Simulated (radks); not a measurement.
Results of a calculation; reference values are marked as such.
Task: These are the eigenvalues of the occupied orbitals of an atom or ion with whole-number occupations (eV). Level of theory: scalar-relativistic Kohn-Sham, PBEsol, spin-polarised, spherical densities, finite nucleus; Fermi nuclear charge, rms radius of each element as measured or else 0.836 A^(1/3) + 0.57 fm (a radial shooting solver on a logarithmic mesh with Libxc functionals).

1s up: -61277.25
1s down: -61277.15
2s up: -10444.70
2s down: -10444.61
2p up: -9216.870
2p down: -9216.765
3s up: -2413.088
3s down: -2412.022
3p up: -2042.844
3p down: -2041.768
3d up: -1591.177
3d down: -1590.337
4s up: -535.1341
4s down: -533.0434
4p up: -413.2640
4p down: -411.2072
4d up: -252.6915
4d down: -250.6426
5s up: -121.1465
5s down: -119.2945
5p up: -90.3736
5p down: -88.6962
4f up: -75.7649
4f down: -73.6845

Which element is it, and in what charge state? The configuration may be excited. Open shells, if any, are filled with parallel spins first.

Result: Z = 70, ytterbium, charge +5: Yb5+ in [Kr] 4d10 4f12 5s2 5p5. The list shows which subshells hold electrons but not how many an open one holds; the 1s level, -2251.9 hartree, gives Z - s = 67.1 by -(Z - s)^2/2, which with screening and relativity narrows Z to a few neighbours, and the depths of the outer levels then fix element, charge and occupations together.
